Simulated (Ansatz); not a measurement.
Calculated with Ansatz (gas phase, PBE0-D4/def2-TZVP geometries, no zero-point term in ΔE). CCSD(T)/CBS is the MP2 limit (def2-TZVPP, def2-QZVPP) plus CCSD(T) − MP2 in def2-TZVPP, frozen cores. This one scheme is used for every species. Functionals use def2-TZVPP. No spin–orbit coupling; open shells (•) take unrestricted orbitals. Each species was taken in one conformer, which may not be the lowest.

Consider the homolysis of the Si–Si bond: `CO[Si](N)(F)[SiH3]` → `CO[Si](N)F`• + `[SiH3]`•.

`CO[Si](N)(F)[SiH3]`:

Z-matrix (Å, degrees):
```
C
O 1 1.414
H 1 1.094 2 111.5
H 1 1.091 2 108.3 3 120.0
H 1 1.093 2 110.3 3 -121.1
Si 2 1.627 1 126.0 3 34.7
F 6 1.603 2 111.5 1 65.4
N 6 1.705 2 110.7 1 -49.0
Si 6 2.335 2 104.8 1 -176.8
H 8 1.006 6 121.8 2 -61.5
H 8 1.007 6 120.5 2 147.3
H 9 1.489 6 109.3 2 66.3
H 9 1.487 6 112.0 2 -54.3
H 9 1.489 6 109.9 2 -175.3
```

`CO[Si](N)F`•:

Cartesian coordinates in Å:
```
C 0.373 0.743 -1.373
O 1.077 -0.168 -0.544
Si 0.400 -1.124 0.585
N -0.506 -0.179 1.695
F -0.692 -2.110 -0.060
H 1.087 1.474 -1.754
H -0.411 1.264 -0.816
H -0.080 0.217 -2.217
H -0.026 0.518 2.243
H -1.222 -0.635 2.240
```

`[SiH3]`•:

Cartesian coordinates in Å:
```
Si -0.231 -0.098 0.225
H 1.093 -0.570 0.707
H -0.279 1.385 0.147
H -0.583 -0.718 -1.079
```

```tsv
species	PBE-D4 energy (Eh)
`CO[Si](N)(F)[SiH3]`	-851.40591
`CO[Si](N)F`•	-560.20266
`[SiH3]`•	-291.07818
```

Question: Work out ΔE.

Answer: ΔE = (-560.20266) + (-291.07818) − (-851.40591) = 0.12507 Eh = +3.40 eV. CCSD(T)/CBS gives +3.62 eV.

Largest T1 diagnostic among the species: 0.015.

In def2-TZVPP, CCSD(T) changes the Hartree–Fock value by +0.89 eV (the triples alone add +0.06 eV) and MP2 by +0.88 eV; breaking electron pairs costs correlation energy, which Hartree–Fock lacks. The D4 term adds +0.15 eV with B3LYP and +0.08 eV with PBE0; it sums over pairs of atoms, weighted by their polarisabilities, and B3LYP, whose exchange is more repulsive, gets the larger term.

B3LYP here is the variant with VWN-RPA as its local correlation; programs differ in this.
